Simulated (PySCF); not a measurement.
**Relaxation of doublet RuO₂⁺**

Method: UPBE0 in PySCF with Ru def2-TZVP with ECP28, O def2-TZVP; scalar-relativistic core potentials, no spin–orbit coupling; density-fitted integrals. A (50,194) grid was used.

A hand-made linear start, of D∞h symmetry, held to at least that symmetry:

```xyz
3
charge 1 multiplicity 2, angstrom
Ru    0.0000    0.0000    0.0000
O     0.0000    0.0000    1.6758
O     0.0000    0.0000   -1.6758
```

Task: What does it relax to?

Result: It ends at D∞h with Ru–O 1.660 Å (×2); O–Ru–O 180.0°. A frequency run shows 2 imaginary modes (one degenerate set), down to 304i cm⁻¹, so it is a higher-order saddle point.

Task: How much energy is released, and in how many steps?

Result: 1.6 kJ/mol in 3 steps.

Open d and f shells are described by one determinant, and the ground state may have another occupation or spin.

The relaxation took about 60 core-seconds on a shared host.
